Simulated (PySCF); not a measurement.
Bond energies at PBE/def2-SVP beside a composite method

PySCF, lowest determinants of a PBE0 search. The composite is CCSD(T) extrapolated to the basis-set limit from two correlation-consistent sets, with core-valence (CV) and scalar-relativistic (SR) terms as its label shows; it has no spin–orbit coupling and nothing beyond (T).

```tsv
species	state (unpaired electrons)	De PBE (eV)	De composite (eV)	composite	dissociates to
PbBr	doublet (π ↑)	3.57	3.33	CCSD(T)/CBS(DT)	Pb + Br
PS	doublet (π ↑)	4.73	4.49	CCSD(T)/CBS(TQ)+SR	P + S
CsNa	singlet (closed shell)	0.65	0.60	CCSD(T)/CBS(DT)	Cs + Na
PbF	doublet (π ↑)	4.79	4.66	CCSD(T)/CBS(DT)	Pb + F
HgF	doublet (σ ↑)	1.60	1.36	CCSD(T)/CBS(DT)	Hg + F
SnI	doublet (π ↑)	3.19	2.95	CCSD(T)/CBS(DT)	Sn + I
InF⁺	doublet (σ ↑)	1.41	1.11	CCSD(T)/CBS(DT)	In⁺ + F
SbI	triplet (π ↑↑)	2.53	2.20	CCSD(T)/CBS(DT)	Sb + I
```

**Question.** Does PBE bind more or less than the composite, by how much on average, and where is the difference largest?

**Answer.** PBE/def2-SVP binds more on average, method and basis taken together: the mean signed difference is +0.22 eV and the mean absolute one 0.22 eV; it is largest for SbI (+0.33 eV).

The molecules are drawn from runs that passed checks on state, spin purity and fit, so the hardest cases are missing and the errors look smaller than over all diatomics.

Correlated steps freeze the inner cores (5 to 24 orbitals); shallow outer-core shells are correlated. Closed-shell solutions of metal pairs were not tested for spin polarisation, which can lower them a little. These are scalar-relativistic numbers at best; spin–orbit coupling would shift them, the dissociation energy most. For an ion De counts to the pair picked by the measured ionisation energies or electron affinities, which need not be the lowest pair at this level. Where the molecule has an RHF reference, its open-shell atoms are computed with UHF. The CCSD T1 diagnostic is raised in HgF, a sign that a single reference may not be enough there. States were picked by a PBE0 search and need not be the measured ground states.
